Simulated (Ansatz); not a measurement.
A nudged elastic band was laid between two geometries of C2H7BO2 + H2 (14 atoms, charge 0, multiplicity 1).

Level of theory: Ansatz 0.2.0, RKS B3LYP-D4/def2-SVP.

```
movable images  : 7
climbing image  : yes
spring          : 5.0 eV/Å²
optimiser       : quadratic models (default)
start path      : through a guess of the saddle point
force threshold : 0.05 eV/Å
iteration limit : 60
end points      : relaxed
```

Initial state:

```xyz
14
Properties=species:S:1:pos:R:3
B -0.920 -0.263 -0.023
C 0.542 -0.820 0.215
C 1.483 -0.688 -0.990
O -1.452 -0.301 -1.276
O -1.709 0.248 0.980
H -0.242 3.161 1.554
H -0.664 2.570 1.328
H 0.992 -0.350 1.109
H 0.432 -1.891 0.480
H 1.051 -1.168 -1.882
H 1.659 0.369 -1.246
H 2.465 -1.150 -0.799
H -2.357 0.040 -1.294
H -1.278 0.244 1.843
```

Final state:

```xyz
14
Properties=species:S:1:pos:R:3
B -1.968 0.686 0.134
C 1.483 -0.045 0.631
C 1.525 -0.461 -0.839
O -1.950 0.527 -1.213
O -2.105 -0.409 0.936
H 1.414 1.051 0.735
H -1.866 1.808 0.571
H 2.384 -0.373 1.174
H 0.609 -0.478 1.142
H 0.620 -0.129 -1.370
H 2.393 -0.025 -1.359
H 1.594 -1.557 -0.945
H -2.039 -0.401 -1.474
H -2.097 -0.195 1.876
```

Question: What changes between the two ends?

Answer: Bonds broken: B1–C2, H6–H7. Bonds formed: B1–H7, C2–H6. C2H7BO2 + H2 becomes BH3O2 + C2H6.

Question: Give the energies along the band, and the barrier.

Answer: It converged. The highest image is number 4 of 0 to 8, 2.35 eV above the first end and 2.66 eV above the last; the last end lies 0.31 eV below the first. Neighbouring images differ by up to 2.1 eV, so the band resolves the path poorly. A vibrational analysis at the climbing image gives one clearly imaginary mode, 1371i cm⁻¹: a first-order saddle point. The orbitals stay closed-shell, which can raise the energy where a bond breaks towards radicals; this wasn't checked here.

```json
{"image": "0", "path coordinate (Å)": "0.00", "energy (eV)": "0.00", "B1–C2 (Å)": "1.58", "H6–H7 (Å)": "0.76", "B1–H7 (Å)": "3.15"}
{"image": "1", "path coordinate (Å)": "1.03", "energy (eV)": "0.01", "B1–C2 (Å)": "1.58", "H6–H7 (Å)": "0.76", "B1–H7 (Å)": "2.90"}
{"image": "2", "path coordinate (Å)": "2.05", "energy (eV)": "0.04", "B1–C2 (Å)": "1.58", "H6–H7 (Å)": "0.76", "B1–H7 (Å)": "2.71"}
{"image": "3", "path coordinate (Å)": "3.08", "energy (eV)": "0.42", "B1–C2 (Å)": "1.59", "H6–H7 (Å)": "0.76", "B1–H7 (Å)": "2.21"}
{"image": "4", "path coordinate (Å)": "4.10", "energy (eV)": "2.35", "B1–C2 (Å)": "1.81", "H6–H7 (Å)": "1.07", "B1–H7 (Å)": "1.42"}
{"image": "5", "path coordinate (Å)": "5.22", "energy (eV)": "0.27", "B1–C2 (Å)": "2.59", "H6–H7 (Å)": "1.73", "B1–H7 (Å)": "1.21"}
{"image": "6", "path coordinate (Å)": "6.33", "energy (eV)": "-0.24", "B1–C2 (Å)": "3.18", "H6–H7 (Å)": "2.38", "B1–H7 (Å)": "1.21"}
{"image": "7", "path coordinate (Å)": "7.44", "energy (eV)": "-0.30", "B1–C2 (Å)": "3.41", "H6–H7 (Å)": "2.89", "B1–H7 (Å)": "1.21"}
{"image": "8", "path coordinate (Å)": "8.56", "energy (eV)": "-0.31", "B1–C2 (Å)": "3.56", "H6–H7 (Å)": "3.37", "B1–H7 (Å)": "1.21"}
```

Question: What is the geometry of the highest image?

Answer: 
```xyz
14
Properties=species:S:1:pos:R:3
B -1.008 0.317 0.237
C 0.639 -0.432 0.368
C 1.535 -0.378 -0.864
O -1.430 0.049 -1.062
O -1.851 -0.025 1.303
H 0.120 0.920 0.414
H -0.629 1.684 0.371
H 1.190 -0.242 1.307
H 0.158 -1.416 0.488
H 0.951 -0.610 -1.766
H 1.981 0.621 -1.004
H 2.366 -1.099 -0.794
H -2.374 0.223 -1.146
H -1.647 0.388 2.147
```

Run time: 6.1 min on 2 threads of Arm Neoverse V1, with other jobs on the host, peak memory 0.25 GiB.
